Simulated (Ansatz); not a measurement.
Mulliken charges of ClFH$_{2}$N$_{2}$W (`[NH]=[W](=[NH])([F])[Cl]`) from B3LYP/def2-TZVPP in Ansatz (PBE0-D4/def2-TZVP geometry).

| atom | x (Å) | y (Å) | z (Å) | charge (e) |
| --- | --- | --- | --- | --- |
| N1 | -1.176 | 0.515 | 0.768 | -0.410 |
| W2 | -0.101 | 0.003 | -0.499 | 1.053 |
| N3 | 1.298 | -0.772 | 0.183 | -0.410 |
| F4 | -1.000 | -1.243 | -1.561 | -0.331 |
| Cl5 | 0.611 | 1.870 | -1.593 | -0.260 |
| H6 | -1.463 | 0.652 | 1.725 | 0.179 |
| H7 | 1.893 | -1.093 | 0.931 | 0.179 |

By hand: the dipole of these point charges (1 e Å = 4.8032 D).

Σ q r = (0.093, -0.045, 0.491) e Å, of length 0.502 e Å = 2.41 D.

How does the dipole of the full density compare? (Best estimate.)

The calculation gave: (0.101, -0.034, 0.502) e Å, 2.46 D; the point charges give 0.98 times that, at 1° from its direction.

Point charges leave out the atoms' own dipoles, such as those of lone pairs, and Mulliken's split depends on the basis, so the close match here is no proof of good charges.

B3LYP here is the variant with VWN-RPA as its local correlation; programs differ in this.
